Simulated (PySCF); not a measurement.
## Computed properties of C3H12OSi2, SMILES C[Si](C)(C)O[SiH3]

Si(OSiH3)(Me)3 (C3H12OSi2), SMILES C[Si](O[SiH3])(C)C. Geometry optimised at r2SCAN-D4/def2-SVP. One conformer was computed; it need not be the lowest. All values are computed for the isolated molecule unless a solvent is named; none is compared with measurement here.

**Structure.** The optimised structure has Cs symmetry. All 48 harmonic modes at r2SCAN-D4/def2-SVP (PySCF) are real, so it is a minimum. With heavy atoms numbered as in [CH3:1][Si:2]([CH3:3])([CH3:4])[O:5][SiH3:6], the shortest bond between them is O5–Si6 at 1.651 Å and the longest Si2–C4 at 1.875 Å.

**Vibrations.** The strongest infrared lines (harmonic, unscaled, degenerate partners summed) lie at 997 cm⁻¹ (421 km/mol, H 78 %, Si 17 %), 1080 cm⁻¹ (398 km/mol, O 74 %, Si 16 %, H 10 %), 859 cm⁻¹ (228 km/mol, H 57 %, C 21 %, Si 21 %). The softest mode is at 25 cm⁻¹ and the zero-point energy is 87.7 kcal/mol.

**Electronic structure.** r2SCAN/def2-TZVP (PySCF) places the frontier levels at -7.05 and -0.09 eV, a gap of 6.96 eV, and gives a dipole moment of 1.12 D. PBE/def2-TZVP (PySCF) at the same geometry gives -6.73 and -0.55 eV, so its gap is 0.78 eV narrower. An orbital gap is neither the optical nor the fundamental gap.

**Excitations.** TDA-M06-2X/def2-SVPD (PySCF) has S1 at 7.38 eV (168 nm, f = 0.010, weak); the most intense of the 6 singlets computed lies at 8.52 eV (f = 0.05). T1 (TDA) is at 7.13 eV, 0.25 eV under S1. TDA-PBE/def2-SVPD (PySCF) puts S1 at 6.19 eV. No vertical singlet excitation falls in the visible range (under 3.1 eV).

**NMR.** GIAO shifts at PBE0/pcSseg-1 (PySCF) (non-relativistic, atoms alike by connectivity averaged): ¹³C at 3.1 ppm against TMS; ¹H from 0.4 to 5.3 ppm against TMS; ²⁹Si from -43.2 to 21.5 ppm against TMS.

**Solvation.** SMD-B3LYP/def2-SVP (PySCF) gives 3.5 kcal/mol in water, -1.6 kcal/mol in 2-propanol, -2.0 kcal/mol in dichloromethane (1 M in both phases, gas-phase geometry); of these solvents dichloromethane holds the molecule best.
